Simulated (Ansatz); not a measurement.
Total energies of the cluster Ge2O (the lowest singlet isomer of a short search) from Ansatz at PBE-D4/def2-TZVP, gas phase (1 Eh = 27.2114 eV = 2625.5 kJ/mol). The reference geometry is relaxed at r2SCAN-D4/def2-TZVP.

```xyz
3

Ge   -0.025   -1.154    0.639
Ge    0.648    0.602   -0.979
O    -0.622    0.552    0.340
```

| state | geometry | energy (Eh) |
| --- | --- | --- |
| charge 0 singlet | reference | -4228.57476 |
| charge 1 doublet | reference | -4228.30503 |
| charge 0 triplet | relaxed at r2SCAN-D4/def2-TZVP | -4228.55688 |
| charge 0 quintet | relaxed at r2SCAN-D4/def2-TZVP | -4228.41845 |
| free Ge atom (triplet) | – | -2076.60177 |
| free O atom (triplet) | – | -75.00967 |

Question: Work out the vertical ionisation energy to the doublet.

Answer: E(charge 1 doublet) − E(charge 0 singlet) = -4228.30503 − (-4228.57476) = 0.26973 Eh = 7.34 eV. For comparison, −ε of the highest occupied level is 4.40 eV at this level, 2.94 eV less.

Question: Which of the charge 0 states is lowest, and how far above it are the others?

Answer: The singlet. triplet: -4228.55688 − (-4228.57476) = 0.01788 Eh = 46.9 kJ/mol; quintet: -4228.41845 − (-4228.57476) = 0.15631 Eh = 410.4 kJ/mol.

Question: What is the binding energy per atom against free atoms?

Answer: Atoms: 2 × (-2076.60177) + 1 × (-75.00967) = -4228.21321 Eh. Binding: -4228.21321 − (-4228.57476) = 0.36155 Eh = 9.84 eV, or 3.28 eV for each of 3 atoms (no zero-point energy, no counterpoise term).

The structure comes from a short search, and lower isomers may exist.
